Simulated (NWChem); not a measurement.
BiBrF2; SMILES [F][Bi]([F])[Br]

Results from NWChem. Structure relaxed at the PBE-D3(BJ)/def2-SVP level. def2 effective core potentials on Bi; no spin-orbit coupling. Level SCAN/def2-SVP: energy and gradient on several grids; changes count from the extra-fine grid, which is no exact limit either.

| grid | size of the energy change (μHa) | largest change of a gradient component (μHa/bohr) |
|---|---|---|
| xcoarse | 20000 | 10000 |
| coarse | 3000 | 2000 |
| medium | 8000 | 40 |
| fine | 300 | 50 |
| xfine | < 10 | < 30 |
